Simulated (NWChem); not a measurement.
## Atomisation of H2BO2

SMILES: O[B]O
```xyz
5

O     -1.2259     0.0000    -0.0389
B      0.0000     0.0000     0.5341
O      1.2259     0.0000    -0.0389
H     -1.2158     0.0000    -1.0238
H      1.2158     0.0000    -1.0238
```
Charge 0, spin multiplicity 2.

All runs are NWChem calculations. All single points use one geometry, from UPBE/def2-SVP, a minimum by its harmonic frequencies. It is one conformer; others weren't searched.

Basis set: def2-TZVP. The atomisation energy is electronic alone: no zero-point, thermal, spin-orbit or counterpoise terms. No value is extrapolated to the basis-set limit. Free atoms are single determinants with multiplicities O 3, B 2, H 2. Correlated methods freeze the same cores in atoms and molecule, 3 orbitals in all.

The structure started from a generated list of species. The unpaired electrons of the parent sit in orbitals of symmetry a1 (C2v labels of the run); other states weren't searched. The stability of the SCF solutions was not checked. Open-shell Hartree-Fock references start from PBE0 orbitals.

For the atomisation energy, LDA (SVWN5) gives 553.0 kcal/mol and HF gives 329.7 kcal/mol. What do PBE0, MP2, M06-2X give?

PBE0: 467.2 kcal/mol; MP2: 468.9 kcal/mol; M06-2X: 474.6 kcal/mol.
